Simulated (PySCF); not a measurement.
Ga(Cl)(OMe)(NH2) (CH5ClGaNO), SMILES [O]([Ga]([Cl])[NH2])C.

The structure is a stationary point at PBE-D3(BJ)/def2-SVP. The structure was generated by enumeration; whether it is a known compound was not checked. Other conformers were not sampled.

All values below come from PySCF with PBE-D3(BJ)/def2-SVP.

Frequencies are harmonic and unscaled.

Computed harmonic wavenumbers and intensities:
```
mode  ν (cm⁻¹)  IR (km/mol)    moving atoms (share of kinetic energy)
----  --------  -----------  ----------------------------------------
1           48          0.2                                    H 96 %
2           78          1.4  O 25 %, C 25 %, H 22 %, Ga 13 %, Cl 13 %
3           94          1.5  C 30 %, H 19 %, Cl 18 %, Ga 17 %, N 13 %
4          134          4.0          N 40 %, Cl 22 %, H 18 %, Ga 13 %
5          170         21.7                   Ga 38 %, O 31 %, N 20 %
6          250          7.1    O 35 %, C 27 %, H 19 %, Cl 9 %, Ga 8 %
7          284         88.8                            H 86 %, N 12 %
8          327         66.4                             H 89 %, N 9 %
9          415         51.3                          Cl 64 %, Ga 26 %
10         605         36.0                   O 57 %, Ga 18 %, C 10 %
11         701         50.8                   N 60 %, Ga 22 %, H 14 %
12         751         57.4                            H 83 %, N 14 %
13        1089        201.8                    O 47 %, C 42 %, H 11 %
14        1131          0.2                            H 77 %, C 19 %
15        1154         18.5                    H 66 %, C 21 %, O 13 %
16        1415          1.7                                    H 95 %
17        1422          7.0                                    H 94 %
18        1425         28.6                                    H 92 %
19        1465         23.1                             H 90 %, N 9 %
20        2894        100.1                                    H 97 %
21        2959         52.8                            H 90 %, C 10 %
22        3006         32.6                             H 91 %, C 9 %
23        3491         25.7                                    H 96 %
24        3599         28.5                             H 91 %, N 9 %
```
